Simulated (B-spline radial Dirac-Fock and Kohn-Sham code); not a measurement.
Z = 40 (zirconium), transition energy 63 keV. The computed values come from a B-spline atomic structure program: a Dirac-Hartree-Slater potential of the neutral atom with a Latter tail (no hole, which puts coefficients of high multipoles low close above an edge), finite nucleus with surface currents. Subshells that would emit electrons below 1 keV are left out.

Task: A pure transition shows α(K) = 386, L1/L2 = 0.0504 and L1/L3 = 0.0384. What is its multipolarity?
A. M1
B. M4
C. E1
D. E4
E. E2
F. M2
G. E3
H. M3

Result: D. For comparison, α(K), L1/L2, L1/L3 are E1 0.384, 10.0, 6.23; E2 4.51, 1.20, 0.837; E3 42.5, 0.208, 0.154; M1 0.659, 16.2, 48.7; M2 9.83, 9.51, 6.24; M3 114, 6.17, 1.52; M4 1280, 4.46, 0.681.
